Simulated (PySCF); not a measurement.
Here is a computed PBE0-D3(BJ)/def2-SVP geometry (Å):
```
C 
C   1  1.5147
C   2  1.5162  1  113.12
O   2  1.4296  1  107.70  3   120.23
B   4  1.3374  2  123.38  1   138.65
F   5  1.3336  4  120.72  2     0.18
H   1  1.0999  2  110.53  3    61.86
H   1  1.0996  2  110.67  3  -178.01
H   1  1.1006  2  110.44  3   -58.22
H   2  1.1033  1  109.47  3  -121.81
H   3  1.1000  2  110.79  1  -179.80
H   3  1.1000  2  110.60  1   -59.92
H   3  1.1008  2  110.37  1    60.14
H   5  1.2048  4  119.78  2  -179.56
```
Z-matrix in Å and degrees, rows numbered from 1.

Neutral, closed shell.

Question: Read off the bonds between heavy atoms and their formal orders.

Answer: C1–C2 (single); C2–C3 (single); C2–O4 (single); O4–B5 (single); B5–F6 (single). Hydrogens: H7, H8, H9 on C1; H10 on C2; H11, H12, H13 on C3; H14 on B5.

Question: Write the SMILES.

Answer: `CC(C)OBF`, C3H8BFO.

Question: Name the point group.

Answer: C1 (no symmetry element, even within 0.4 Å).

Question: Describe the place of each heavy atom.

Answer: C1/C3: methyl carbon; C2: sp3 carbon bound to oxygen; O4: boron-bound oxygen; B5: three-coordinate boron; F6: boron-bound fluorine.

Question: What is the arrangement about B5?

Answer: It has 3 neighbours (O4, F6, H14) and is planar (angles 120.7°, 119.8° and 119.5°, sum 360.0°, 0.00 Å off the plane of its three neighbours).

Question: What is the arrangement about O4?

Answer: It has 2 neighbours (C2, B5) and is bent (angle 123.4°).
